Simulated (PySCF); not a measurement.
## Electronic structure of Nb²⁺ (niobium, charge +2) at the UHF level

Configuration: [Kr] 4d3, high-spin 4F determinant. Calculation: PySCF 2.14, in cc-pVDZ-PP with ECP28MDF; a scalar-relativistic core potential.

```
Total energy             : -55.445736 hartree
One-electron energy      : -88.0957 hartree
Hartree (Coulomb) energy : 38.6279 hartree
Exchange energy          : -5.9779 hartree
⟨S²⟩                     : 3.7534
⟨L²⟩                     : 12.041
Sum of ⟨r⟩               : 15.80 bohr
Sum of ⟨r²⟩              : 26.67 bohr²
Time after the integrals : 0.07 s of wall time on 1 thread of Intel(R) Xeon(R) 6975P-C (shared host)
```

```json
{"shell": "4s α", "electrons": "1", "mean orbital energy (eV)": "-92.016", "rms radius, mean of both spins (bohr)": "1.25"}
{"shell": "4s β", "electrons": "1", "mean orbital energy (eV)": "-88.009", "rms radius, mean of both spins (bohr)": "1.25"}
{"shell": "4p α", "electrons": "3", "mean orbital energy (eV)": "-63.387", "rms radius, mean of both spins (bohr)": "1.39"}
{"shell": "4p β", "electrons": "3", "mean orbital energy (eV)": "-58.039", "rms radius, mean of both spins (bohr)": "1.39"}
{"shell": "4d α", "electrons": "3", "mean orbital energy (eV)": "-25.333", "rms radius, mean of both spins (bohr)": "1.99"}
```

Energies and moments cover only the electrons outside the core potential.
